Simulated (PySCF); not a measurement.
# Ne (neon, neutral) across methods

[He] 2s2 2p5 3s1, high-spin 3P determinant (an excited configuration). All numbers are calculated (PySCF 2.14, scalar relativity by spin-free X2C-1e, in aug-cc-pCVTZ-DK with one added diffuse shell each of s, p, d, f type (8s7p5d3f, 75 functions)).

```tsv
method	E (hartree)	mean ε 2p α (eV)	mean ε 2p β (eV)	mean ε 3s α (eV)	Σ⟨r²⟩ (bohr²)	⟨S²⟩
r2SCANh	-128.4501	-27.964	-25.709	-3.197	27.54	2.002
PBE	-128.3858	-25.777	-23.727	-2.909	27.34	2.001
TPSS	-128.4983	-26.114	-24.124	-2.862	27.93	2.001
r2SCAN	-128.4523	-26.821	-24.617	-2.998	27.55	2.002
HSE06	-128.4076	-28.519	-26.336	-3.099	27.52	2.001
wB97X-V	-128.4528	-31.377	-29.293	-4.837	27.82	2.001
LDA	-127.7303	-25.929	-23.734	-2.968	27.11	2.001
UHF	-128.12228	-37.642	-34.750	-4.759	28.43	2.003
```

Task: Estimate the same row for PBE0.

Result: E (hartree) = -128.3957; mean ε 2p α (eV) = -28.960; mean ε 2p β (eV) = -26.744; mean ε 3s α (eV) = -3.456; Σ⟨r²⟩ (bohr²) = 27.57; ⟨S²⟩ = 2.001.

The outer electron is Rydberg-like, and this basis confines it to a smaller radius and binds it less than a complete one would.
